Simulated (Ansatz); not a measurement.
Cost and result for the atomization energy of `[SiH3][N]([SiH3])[Cu]` (10 atoms, 9 bonds).

```xyz
10

Si   -0.4279    1.4812   -0.0350
N    -0.3118   -0.1724   -0.4533
Si    0.5709   -1.3846    0.3677
Cu   -0.9516   -0.6282   -2.1099
H    -1.7788    2.0262   -0.3644
H    -0.1938    1.6560    1.4284
H     0.5496    2.3595   -0.7484
H    -0.1311   -2.7010    0.3000
H     1.9380   -1.6242   -0.1886
H     0.7365   -1.0126    1.8034
```

The species carries charge 0 and has multiplicity 1. For Cu the d shell is correlated and the shells below it are frozen. Scalar relativity is left out up to krypton. The structure was optimised at the PBE0-D4/def2-TZVP level. Program: Ansatz. All runs use 4 threads of an Arm Neoverse V2 on a shared host. Times are those of one run each, without the atoms' runs, and a repeat can differ threefold. Electronic energies, without spin–orbit coupling; frozen cores. CCSD(T)/CBS adds CCSD(T) − MP2 in def2-TZVPP to the MP2 limit, and its time is that of the two runs behind it. T1 = 0.026. With those shells the extrapolation isn't a true limit. HSE06 is the plane-wave form, built on full-range PBE exchange.

CCSD(T)/CBS is a level of theory with its own doubt, some kJ/mol a heavy atom from the limit and from the frozen cores, so smaller differences don't rank the functionals.

| level | functions | wall time |
| --- | --- | --- |
| PBE-D4/def2-TZVPP (with forces) | 263 | 2.8 s |
| BLYP-D4/def2-TZVPP | 263 | 3.1 s |
| BHLYP-D4/def2-TZVPP | 263 | 3.8 s |
| HSE06-D4/def2-TZVPP | 263 | 3.9 s |
| CCSD(T)/def2-SVP | 111 | 4.2 s |
| r2SCAN-D4/def2-TZVPP (with forces) | 263 | 4.8 s |
| PBE-QIDH/def2-TZVPP | 263 | 6.5 s |
| B97M-V/def2-TZVPP | 263 | 9.5 s |
| ωB97X-V/def2-TZVPP | 263 | 9.5 s |
| ωB97M-V/def2-TZVPP (with forces) | 263 | 15 s |
| MP2/def2-QZVPP | 477 | 20 s |
| CCSD(T)/def2-TZVPP | 263 | 2.2 min |
| CCSD(T)/CBS(def2) | – | 2.5 min |

Problem. What atomization energy does each give, and how far from CCSD(T)/CBS? (Estimate.)

Solution. Computed: 
| level | atomization (kJ/mol) | difference from CCSD(T)/CBS | per bond |
| --- | --- | --- | --- |
| PBE-D4/def2-TZVPP (with forces) | 2887.5 | -35.4 | -3.9 |
| BLYP-D4/def2-TZVPP | 2890.8 | -32.1 | -3.6 |
| BHLYP-D4/def2-TZVPP | 2853.3 | -69.6 | -7.7 |
| HSE06-D4/def2-TZVPP | 2857.1 | -65.8 | -7.3 |
| CCSD(T)/def2-SVP | 2698.8 | -224.1 | -24.9 |
| r2SCAN-D4/def2-TZVPP (with forces) | 2900.7 | -22.2 | -2.5 |
| PBE-QIDH/def2-TZVPP | 2860.0 | -62.9 | -7.0 |
| B97M-V/def2-TZVPP | 2916.5 | -6.4 | -0.7 |
| ωB97X-V/def2-TZVPP | 2940.7 | 17.8 | 2.0 |
| ωB97M-V/def2-TZVPP (with forces) | 2923.4 | 0.5 | 0.1 |
| MP2/def2-QZVPP | 2898.7 | -24.2 | -2.7 |
| CCSD(T)/def2-TZVPP | 2834.2 | -88.7 | -9.9 |
| CCSD(T)/CBS(def2) | 2922.9 | 0.0 | 0.0 |

The D4 term adds +44.1 kJ/mol with B3LYP and +23.0 kJ/mol with PBE0; it sums over pairs of atoms, weighted by their polarisabilities, and B3LYP, whose exchange is more repulsive, gets the larger term. In def2-TZVPP, CCSD(T) changes the Hartree–Fock value by +754.1 kJ/mol (the triples alone add +39.0 kJ/mol) and MP2 by +764.2 kJ/mol; breaking electron pairs costs correlation energy, which Hartree–Fock lacks. From BLYP to BHLYP (50 % exact exchange), in def2-TZVPP and without D4, the atomization energy moves by −16.5 kJ/mol: exact exchange takes away binding that semilocal exchange gives to molecules.

B3LYP here is the variant with VWN-RPA as its local correlation; programs differ in this.
